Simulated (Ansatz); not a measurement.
A nudged elastic band was laid between two geometries of ClH + F2H2Si (7 atoms, charge 0, multiplicity 1).

Computed with RKS PBE/def2-SVPD (Ansatz).

```yaml
movable_images: 9
climbing_image: yes
spring: 5.0 eV/Å²
optimiser: quadratic models (default)
start_path: through a guess of the saddle point
force_threshold: 0.05 eV/Å
iteration_limit: 60
end_points: relaxed
```

First end point:

```xyz
7
Properties=species:S:1:pos:R:3
Si -0.395 -0.601 -0.826
H 0.974 -1.048 -1.204
F -1.440 -1.837 -1.077
F -0.389 -0.305 0.802
H -0.924 0.617 -1.500
H 0.677 1.099 1.759
Cl 1.498 2.074 2.045
```

Last end point:

```xyz
7
Properties=species:S:1:pos:R:3
Si -0.855 0.455 -0.460
H 1.770 -1.554 0.930
F 0.011 -0.467 -1.491
F -1.256 -0.478 0.817
H -2.086 0.931 -1.133
H 2.094 -0.892 1.144
Cl 0.323 2.005 0.193
```

Question: Which bonds break or form, and what moves?

Answer: Bonds broken: Si1–H2, H6–Cl7. Bonds formed: Si1–Cl7, H2–H6. ClH + F2H2Si becomes ClF2HSi + H2.

Question: Give the energies along the band, and the barrier.

Answer: It converged. The highest image is number 6 of 0 to 10, 1.32 eV above the first end and 1.88 eV above the last; the last end lies 0.56 eV below the first. A vibrational analysis at the climbing image gives one clearly imaginary mode, 757i cm⁻¹: a first-order saddle point. The orbitals stay closed-shell, which can raise the energy where a bond breaks towards radicals; this wasn't checked here.

```tsv
image	path coordinate (Å)	energy (eV)	Si1–H2 (Å)	H6–Cl7 (Å)	Si1–Cl7 (Å)
0	0.00	0.00	1.49	1.31	4.36
1	0.81	0.00	1.49	1.31	3.83
2	1.62	0.04	1.49	1.30	3.58
3	2.42	0.07	1.49	1.30	3.55
4	3.23	0.11	1.49	1.30	3.48
5	4.04	0.35	1.51	1.33	3.01
6	4.85	1.32	1.70	1.69	2.43
7	5.75	0.39	2.30	2.20	2.13
8	6.64	-0.35	2.96	2.56	2.06
9	7.54	-0.55	3.55	3.23	2.05
10	8.44	-0.56	3.59	3.53	2.05
```

Question: What is the geometry of the highest image?

Answer: 
```xyz
7
Properties=species:S:1:pos:R:3
Si -0.403 -0.101 -0.247
H 1.179 -0.647 0.027
F -0.436 -1.421 -1.252
F -1.345 -0.586 0.990
H -0.839 0.965 -1.174
H 1.221 0.168 0.520
Cl 0.624 1.621 1.134
```

Question: What are the harmonic wavenumbers there?

Answer: 757i, 103, 246, 285, 361, 463, 633, 783, 858, 896, 949, 1113, 1525, 2201, 2281 cm⁻¹.

The run took 2.3 min on 2 threads of Intel(R) Xeon(R) Platinum 8488C (Sapphire Rapids), on a shared host, peak memory 0.18 GiB.
